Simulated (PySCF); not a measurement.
TlN⁻: energy against distance

Set-up: PySCF, scalar-relativistic core potentials, basis sets Tl aug-cc-pVDZ-PP with ECP60, N aug-cc-pVDZ. Energies in eV from Tl⁻ + N in their ground configurations at the same level. State: ²Π (doublet), unpaired electrons π ↑.

```tsv
R (Å)	r²SCAN
1.873	-1.404
1.960	-1.837
2.047	-2.063
2.113	-2.137
2.178	-2.154
2.243	-2.132
2.330	-2.063
2.439	-1.940
2.570	-1.772
2.744	-1.550
```

Problem. Put a parabola through the three lowest points of the r²SCAN curve and estimate Re, k and ωe (reduced mass 13.11 u; 1 eV/Å² = 0.16022 mdyn/Å; ωe = 1302.8·√(k/μ) cm⁻¹).

Solution. Through R = 2.113, 2.178, 2.243 Å the second-order coefficient is 4.62 eV/Å², so Re ≈ 2.174 Å, k ≈ 1.48 mdyn/Å and ωe ≈ 438 cm⁻¹. A polynomial fit of higher order to the unrounded r²SCAN energies gives Re = 2.170 Å, k = 1.54 mdyn/Å, ωe = 446 cm⁻¹; anharmonicity and rounding make the difference.

The higher-order fit for each curve: r²SCAN: Re = 2.170 Å, ωe = 446 cm⁻¹, De = 2.15 eV.

⟨S²⟩ is raised (TlN⁻ 0.98), so spin contamination touches these numbers. ⟨S²⟩ of the unrestricted solution departs from its pure value on part of the curve, where spin states mix. Spin–orbit coupling is left out, which matters for elements this heavy, above all for dissociation energies. For an ion De counts to the pair picked by the measured ionisation energies or electron affinities, which need not be the lowest pair at this level. The highest Kohn–Sham level is positive in this anion. Much of that is self-interaction error, but it also means that the finite basis helps to hold the extra electron. The state was picked by a PBE0 search and need not be the measured ground state.
